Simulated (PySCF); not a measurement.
Estimate the missing entries of this data sheet.

Compound: C2H7BOS.
InChI=1S/C2H7BOS/c1-4-3-5-2/h3H,1-2H3

Conformer (atom-mapped SMILES and torsion angles): `[CH3:1][O:2][BH:3][S:4][CH3:5]`: C1–O2–B3–S4 0°, O2–B3–S4–C5 180°.

```json
{"property": "rotational constants A, B, C", "level": "PBE0-D3(BJ)/def2-SVP", "value": "?"}
{"property": "dipole moment", "level": "B3LYP/def2-SVPD", "value": "0.68 D"}
{"property": "HOMO energy", "level": "B3LYP/def2-SVPD", "value": "-6.94 eV"}
{"property": "LUMO energy", "level": "B3LYP/def2-SVPD", "value": "-0.24 eV"}
{"property": "lowest singlet excitation", "level": "TDDFT B3LYP/def2-SVPD", "value": "6.02 eV (206 nm, f = 0.110)"}
{"property": "lowest triplet excitation (Tamm–Dancoff)", "level": "TDA B3LYP/def2-SVPD", "value": "5.02 eV"}
{"property": "static isotropic polarisability", "level": "B3LYP/def2-SVPD", "value": "?"}
{"property": "vertical ionisation energy", "level": "ΔSCF B3LYP/def2-SVPD", "value": "?"}
{"property": "electronic spatial extent ⟨r²⟩ about the centre of nuclear charge", "level": "B3LYP/def2-SVPD", "value": "?"}
{"property": "13C chemical shifts (computed TMS as zero) by class", "level": "GIAO PBE0/pcSseg-1", "value": "56.2 (1 C), 14.9 (1 C) ppm"}
{"property": "1H chemical shifts (computed TMS as zero) by class", "level": "GIAO PBE0/pcSseg-1", "value": "?"}
{"property": "isotropic shieldings of nuclei other than C and H, by class", "level": "GIAO PBE0/pcSseg-1", "value": "55 (1 B), 173 (1 O), 544 (1 S) ppm"}
```

The electronic properties come from PySCF, for the isolated species, density fitting. NMR classes are plain means over equivalent atoms (diastereotopic ones count apart unless rotation or inversion swaps them), as if these changed places fast; in this geometry the members of some classes differ.

(1) The vertical ionisation energy?

(2) Give the electronic spatial extent ⟨r²⟩ about the centre of nuclear charge.

(3) Give the static isotropic polarisability.

(4) The rotational constants A, B, C?

(5) The 1H chemical shifts (computed TMS as zero) by class?

Answers

(1) 9.29 eV.

(2) 695 bohr².

(3) 67.0 au.

(4) 12.079, 2.029, 1.777 GHz.

(5) 5.56 (1 H), 3.82 (3 H), 2.07 (3 H) ppm.

The dipole equals about 2.3 × 10⁻³⁰ C·m (1 D = 3.33564 × 10⁻³⁰ C·m). No computed singlet falls in the visible range (750 to 380 nm, 1.65 to 3.26 eV); S1 lies 2.76 eV above its blue end. The ΔSCF ionisation energy exceeds −ε(HOMO) by 2.35 eV with B3LYP. The 10 singlets span 6.02 to 7.83 eV, and their oscillator strengths add up to 0.29. The vertical singlet–triplet gap S1 − T1 is 1.00 eV (TDDFT singlet less Tamm–Dancoff triplet; S1: HOMO→LUMO, weight 0.93; T1: HOMO→LUMO, weight 0.98).

For the geometry optimisation (PBE0-D3(BJ)/def2-SVP), hardware: one thread of an Arm Neoverse N1, shared host with 64 logical CPUs at a one-minute load of 55. Cost: 42 s, 0.45 GiB resident at most.

One conformer stands for the species.
